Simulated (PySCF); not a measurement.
Ligands exchanged one at a time, Al H-CH3. Isolated molecules, 0 K electronic values unless said otherwise. Strings in code marks are SMILES.

The T1 excitation (TDA) from two functionals at the same geometries (M06-2X/def2-TZVP), both in PySCF: PBE-D3(BJ)/def2-TZVP and B3LYP-D3(BJ)/def2-TZVP. B3LYP has the VWN-RPA correlation part, as in Gaussian. Excitations are Tamm–Dancoff values on a coarser integration grid. The basis has no diffuse functions, so Rydberg states are missing or too high.

```tsv
species	PBE-D3(BJ)/def2-TZVP (eV)	B3LYP-D3(BJ)/def2-TZVP (eV)
1 of 3 H replaced by CH3 (`[CH3][AlH2]`)	4.50	4.85
2 of 3 H replaced by CH3	4.68	5.03
3 of 3 H replaced by CH3 (`[Al]([CH3])([CH3])[CH3]`)	4.92	5.28
```

Over these rows, drawn at random from the members with no instability flagged (it was tested for open shells, ions and some series alone), PBE minus B3LYP-D3(BJ): mean -0.35 eV, from -0.36 eV to -0.35 eV.
